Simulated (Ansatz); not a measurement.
The same path of a periodic cell of 13 atoms, LiSc$_{12}$ (surface Sc(0001), adsorbate Li) was run twice with different band settings. Lost on the way: Sc9–Li13. Made: Sc10–Li13.

Computed with DFT LDA, scalar-relativistic, plane waves, PAW in Ansatz 0.2.0. Settings: cutoff 420 eV, k mesh 3x3x1, fermi-dirac smearing 0.1 eV, no spin polarisation.

Relaxed end points:

```xyz
13
Lattice="6.6200 0.0000 0.0000 3.3100 5.7331 0.0000 0.0000 0.0000 17.2761" Properties=species:S:1:pos:R:3
Sc 0.000 0.000 1.000
Sc 3.310 0.000 1.000
Sc 1.655 2.867 1.000
Sc 4.965 2.867 1.000
Sc 0.000 1.911 3.389
Sc 3.310 1.899 3.382
Sc 1.645 4.784 3.382
Sc 4.976 4.783 3.382
Sc 0.000 -0.054 5.771
Sc 3.311 0.000 5.873
Sc 1.702 2.894 5.771
Sc 4.918 2.894 5.772
Li 3.306 3.826 8.346
```

```xyz
13
Lattice="6.6200 0.0000 0.0000 3.3100 5.7331 0.0000 0.0000 0.0000 17.2761" Properties=species:S:1:pos:R:3
Sc 0.000 0.000 1.000
Sc 3.310 0.000 1.000
Sc 1.655 2.867 1.000
Sc 4.965 2.867 1.000
Sc 0.000 1.899 3.382
Sc 3.310 1.911 3.389
Sc 1.666 4.783 3.382
Sc 4.955 4.784 3.382
Sc 0.001 0.000 5.873
Sc 3.310 -0.054 5.771
Sc 1.608 2.894 5.772
Sc 5.012 2.894 5.771
Li 6.616 3.826 8.346
```

Common settings: spring 5.0 eV/Å²; optimiser quadratic models (default); end points relaxed; atoms held 1 to 4.

| run | movable images | climbing image | start path | force threshold | iteration limit |
| --- | --- | --- | --- | --- | --- |
| 1 | 5 | yes | IDPP | 0.03 eV/Å | 68 |
| 2 | 2 | no | default | 0.05 eV/Å | 50 |

What does each run give, and how far can it be trusted?

Run 1: converged after 7 iterations, highest image 0.014 eV above the first end. Beside the main top the profile has a ripple of under 15 meV (maxima at images 1, 4), which may be a very shallow well or noise. By the program's own check the climbing image is of a kind that is not told: the force calls were inconclusive, a negative curvature could not be distinguished from the path's own, the only one lies far off the path, or fixed occupations may fill a level only in part (lowest curvatures found: -0.08 and 0.21 eV/Å²).
Run 2: converged after 4 iterations, highest image 0.013 eV above the first end. No image climbed, so the highest image needn't sit at the top of the path.
Limits of this set-up: coarse k mesh, thin slab, slab without dipole correction, a typed lattice constant that wasn't relaxed here.
